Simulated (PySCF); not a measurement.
SiH3Cl, SMILES Cl[SiH3]. Heavy atoms are numbered as in [SiH3:1][Cl:2]. Hydrogens are named by the atom that carries them.

Geometry optimised at B3LYP-D3(BJ)/def2-TZVP. The isomer is the one that the SMILES or the coordinates give; other isomers of the formula were not compared.

The numbers are results of ωB97X/def2-TZVPD (PySCF), not measurements.

Mulliken values depend strongly on the basis, most of all with diffuse functions as here. ESP charges are fitted to the potential on shells at 1.4 to 2.0 van der Waals radii. Atomic charges (e), one atom of each kind:

```
atom        Mulliken  meta-Löwdin  ESP fit
----------  --------  -----------  -------
Si1 (SiH3)      0.55         0.61      [?]
Cl2            -0.26        -0.31      [?]
H on Si1       -0.10        -0.10      [?]
```

Question: Fill in the missing entries. (Estimate from the structure and the level; the computed values follow.)

Answer: 
- Si1 (SiH3), ESP fit: 0.15
- Cl2, ESP fit: -0.14
- H on Si1, ESP fit: 0.00
